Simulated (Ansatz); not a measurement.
Cost and result for the atomization energy of `CC(=O)C(C)(C)C(C)(C)C` (28 atoms, 27 bonds).

```xyz
28

C     2.471    0.228   -1.100
C     1.685   -0.078    0.150
O     2.187    0.109    1.233
C     0.259   -0.641    0.032
C     0.123   -1.747    1.080
C     0.026   -1.265   -1.345
C    -0.754    0.541    0.304
C    -2.176    0.124   -0.072
C    -0.393    1.777   -0.524
C    -0.751    0.947    1.777
H     1.875    0.745   -1.852
H     2.810   -0.710   -1.551
H     3.343    0.822   -0.831
H     0.743   -2.603    0.800
H    -0.909   -2.098    1.146
H     0.449   -1.409    2.061
H    -0.016   -0.530   -2.151
H    -0.913   -1.819   -1.353
H     0.818   -1.978   -1.584
H    -2.294   -0.023   -1.148
H    -2.872    0.911    0.229
H    -2.484   -0.794    0.434
H     0.563    2.208   -0.216
H    -0.347    1.562   -1.594
H    -1.155    2.547   -0.381
H    -1.162    0.161    2.413
H    -1.378    1.834    1.907
H     0.252    1.181    2.133
```

The species carries charge 0 and has multiplicity 1. All single points use the PBE0-D4/def2-TZVP geometry. It is one conformer, not always the lowest. Program: Ansatz. All runs use 4 threads of an AMD EPYC 7R13 on a shared host and a share of an NVIDIA H100 80 GB. Times are those of one run each, without the atoms' runs, and a repeat can differ threefold. Electronic energies, without spin–orbit coupling; frozen cores. CCSD(T)/CBS adds CCSD(T) − MP2 in def2-TZVPP to the MP2 limit, and its time is that of the two runs behind it. T1 = 0.011.

CCSD(T)/CBS is a level of theory with its own doubt, some kJ/mol a heavy atom from the limit and from the frozen cores, so smaller differences don't rank the functionals.

```csv
level,functions,wall time
CAM-B3LYP-D4/def2-TZVPP,562,4 s
r2SCANh-D4/def2-TZVPP,562,5.5 s
LDA (SPW92)/def2-TZVPP,562,7 s
B2PLYP/def2-TZVPP,562,7 s
PBE-QIDH/def2-TZVPP,562,7.5 s
revPBE-D4/def2-TZVPP,562,7.5 s
BLYP-D4/def2-TZVPP,562,8 s
CCSD(T)/def2-SVP,230,8 s
PBE-D4/def2-TZVPP (with forces),562,9 s
r2SCAN-D4/def2-TZVPP (with forces),562,11 s
MP2/def2-QZVPP,1110,24 s
CCSD(T)/def2-TZVPP,562,2.8 min
CCSD(T)/CBS(def2),–,3.2 min
```

Problem. What atomization energy does each give, and how far from CCSD(T)/CBS? (Estimate.)

Solution. Computed: 
| level | atomization (kJ/mol) | difference from CCSD(T)/CBS | per bond |
| --- | --- | --- | --- |
| CAM-B3LYP-D4/def2-TZVPP | 11531.6 | 48.2 | 1.8 |
| r2SCANh-D4/def2-TZVPP | 11466.4 | -17.0 | -0.6 |
| LDA (SPW92)/def2-TZVPP | 13086.5 | 1603.1 | 59.4 |
| B2PLYP/def2-TZVPP | 11358.7 | -124.7 | -4.6 |
| PBE-QIDH/def2-TZVPP | 11478.1 | -5.3 | -0.2 |
| revPBE-D4/def2-TZVPP | 11480.6 | -2.8 | -0.1 |
| BLYP-D4/def2-TZVPP | 11432.4 | -51.0 | -1.9 |
| CCSD(T)/def2-SVP | 11084.5 | -398.9 | -14.8 |
| PBE-D4/def2-TZVPP (with forces) | 11720.6 | 237.2 | 8.8 |
| r2SCAN-D4/def2-TZVPP (with forces) | 11515.3 | 31.9 | 1.2 |
| MP2/def2-QZVPP | 11535.5 | 52.1 | 1.9 |
| CCSD(T)/def2-TZVPP | 11245.2 | -238.2 | -8.8 |
| CCSD(T)/CBS(def2) | 11483.4 | 0.0 | 0.0 |

Leaving LDA and LC-ωPBE aside and taking each functional with its dispersion term where it has one, the values, not all of them listed here, spread over 518.0 kJ/mol, from BHLYP-D4 to PBE-D4. LDA lies +1445.5 kJ/mol from PBE without D4, its usual overbinding. In def2-TZVPP, CCSD(T) changes the Hartree–Fock value by +2672.3 kJ/mol (the triples alone add +156.8 kJ/mol) and MP2 by +2823.3 kJ/mol; breaking electron pairs costs correlation energy, which Hartree–Fock lacks. The D4 term adds +124.6 kJ/mol with B3LYP and +68.2 kJ/mol with PBE0; it sums over pairs of atoms, weighted by their polarisabilities, and B3LYP, whose exchange is more repulsive, gets the larger term.

B3LYP here is the variant with VWN-RPA as its local correlation; programs differ in this.
